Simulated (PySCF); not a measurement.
Arsine, AsH₃, SMILES [AsH3], point group C3v.

Level: B3LYP/pcSseg-2 in PySCF (density fitting, grid level 2); geometry and Hessian at that level, cubic constants and property derivatives from steps of ±0.6 along each species' dimensionless normal coordinates, second-order vibrational perturbation theory. The parent has the commonest isotopes.

Equilibrium geometry (Å):

| atom | x | y | z |
| --- | --- | --- | --- |
| As1 | 0.0188 | 0.0152 | 0.6111 |
| H2 | -0.0728 | 1.2667 | -0.2539 |
| H3 | -1.0484 | -0.7006 | -0.2083 |
| H4 | 1.1434 | -0.5622 | -0.2402 |

(1) How much do zero-point and thermal motion change the parent's shieldings?

(2) And the bond lengths, in the parent and with ²H at 2?

(3) What are the dipole moments?

Spin–orbit effects of the heavy atoms on shieldings are missing.

The study (79 SCF points, 105 basis functions) took 3.9 min on 1 thread of Arm Neoverse V1, on a host shared with other jobs (rough), peak memory 0.48 GiB, launched as `OMP_NUM_THREADS=1 python ens_run.py task.json out`.

## Answers

(1) 
| atom | σe (ppm) | anharmonic part, 0 K | harmonic part, 0 K | Δσ at 0 K | Δσ at 298.15 K | Δσ at 700 K |
| --- | --- | --- | --- | --- | --- | --- |
| As1 | 1863.96 | -20.79 | -9.94 | -30.72 | -31.74 | -32.36 |
| H2 | 29.09 | -0.32 | -0.08 | -0.40 | -0.42 | -0.48 |

(2) 
| bond | re (Å) | ⟨r⟩ at 0 K | between mean positions | ⟨r⟩, labelled |
| --- | --- | --- | --- | --- |
| As1–H2 | 1.5241 | 1.5457 | 1.5401 | 1.5394 |

(3) 0.258 D at equilibrium; averaged at 0 K: parent 0.212 D; ²H at 2 0.216 D; ²H at 2, ²H at 3 0.221 D; ²H at 2, ²H at 3, ²H at 4 0.225 D. Measured: 0.2 D (NIST CCCBDB Release 22 (SRD 101), experimental dipoles).
